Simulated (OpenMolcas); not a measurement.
# Cs: effect of the level shift or regulariser

```
Program             : OpenMolcas 26.06
Basis               : ANO-RCC-VQZP [9s8p5d3f2g]
Scalar Hamiltonian  : DKH2, point nucleus
Active space        : 1 electron in 4 orbitals (6s 6p)
State averaging     : 2S+1 = 2 even, 1 root; 2S+1 = 2 odd, 3 roots
Spin-orbit coupling : state interaction with AMFI integrals over the reference wave functions, term energies averaged over their components
```

Methods on the same reference wave functions:
A. CASSCF
B. SS-CASPT2, IPEA 0.25 Eh, imaginary shift 0.1 Eh (closed shells correlated: 5s 5p)
C. SS-CASPT2, IPEA 0.25 Eh, sigma2 regulariser 0.3 Eh (closed shells correlated: 5s 5p)

Energies in cm-1 above 6s 2S 1/2, the measured ground level; measured values from NIST Handbook of Basic Atomic Spectroscopic Data.

```json
{"Level": "6s 2S 1/2", "A": "0.0", "B": "0.0", "C": "0.0", "Measured": "0.0"}
{"Level": "6p 2P* 1/2", "A": "9297", "B": "11015", "C": "11015", "Measured": "11178"}
{"Level": "6p 2P* 3/2", "A": "9595", "B": "11313", "C": "11313", "Measured": "11732"}
```

Deviations, from unrounded energies. A percentage is the sum of absolute deviations over the sum of measured energies, with the sign that they share, or ± where signs differ.

```csv
Against measurement,Levels,A,B,C
mean absolute deviation (cm-1),2,2000,290,290
other configurations (%),2,-17.5,-2.5,-2.5
```

B, C lie about equally close to measurement and A furthest from it. The largest miss of C in the table is 6p 2P* 3/2, by -420 cm-1. The ranking rests on the paired levels alone, and a cruder setting can come out closer through cancelling errors.

Between B and C no level of the table moves by more than 5 cm-1.

The lowest spin-free term lies below A's lowest term by 0.173 hartree in B, 0.173 hartree in C.

ANO sets are built for ground and valence states and can reach diffuse excited orbitals poorly. With one active electron the reference holds no correlation, so core polarisation is missing (holds for A). With one active electron, CASPT2 adds the correlation within the correlated inactive shells and between them and that electron, and leaves the splitting within a term as the reference gives it (holds for B; C). Measured partners are found by configuration, term and J. A level has none where our copy of the source lacks it or the pairing is in doubt (some pairs that miss far off the trend of their configuration count as doubtful), and it then counts in no deviation. Only configurations of the active space appear.

* marks odd parity.
